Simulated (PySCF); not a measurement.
Assigning NMR signals

Bonds: B1-C4 1.539 Å, C4-C5 1.410 Å, C4-C9 1.410 Å, C5-C6 1.391 Å, C6-C7 1.396 Å, C7-C8 1.396 Å, C8-C9 1.391 Å. B1 carries H2, H3; C5 carries H10; C6 carries H11; C7 carries H12; C8 carries H13; C9 carries H14.

Equivalent nuclei averaged, one computed conformer, isolated molecule, non-relativistic. PBE0-D3(BJ)/def2-SVP structure; J couplings at B3LYP/pcJ-1 (spin–dipole term only in couplings to heteroatoms); shielding tensors at PBE0/pcSseg-1 (GIAO); PySCF 2.14.

Scale: $^{13}$C (σref 184.41), $^{1}$H (σref 31.27) vs TMS (reference shieldings calculated alike).

Problem. Assign these signals to the numbered atoms. $^{13}$C{$^{1}$H} NMR (computed): δ 150.5, 147.1, 141.5, 133.2.

Solution. 
```tsv
δ (ppm)	atoms	environment	reason
150.5	C5/C9	carbon bonded to 2 C, H	–
147.1	C4	carbon bonded to 2 C, B	–
141.5	C7	carbon bonded to 2 C, H	–
133.2	C6/C8	carbon bonded to 2 C, H	–
```

Problem. Assign these signals to the numbered atoms. $^{1}$H NMR (400 MHz, computed): δ 8.18 (m, 2H), 7.73 (m, 1H), 7.64 (m, 2H), 7.27 (br, 2H).

Solution. 
8.18 → H10/H14, hydrogen on a carbon bonded to 2 C
7.73 → H12, hydrogen on a carbon bonded to 2 C
7.64 → H11/H13, hydrogen on a carbon bonded to 2 C
7.27 → H2/H3, hydrogen on a boron bonded to C

H12 and H11/H13 lie closer than the usual error of such a calculation, so a measured spectrum could show them in the other order.

Hydrogens on boron are broadened and split by $^{11}$B (spin 3/2, 80 %) and 10B (spin 3). A carbon bonded to boron is broadened by the quadrupolar boron nucleus and is often missing from a measured spectrum. Multiplet labels drop couplings under 1 Hz and merge nearly equal ones. Unscaled 3J(H,H) at this level run about 10 % above measured values. Shifts are as computed. Against solution values, carbons near 30 ppm lie about +2 ppm off and those near 130 ppm about +5 ppm. Of 1211 compounds with measured shifts, 218 miss one by over three times the rms of a fit or turn the order of signals round; such compounds aren't used in these exercises.
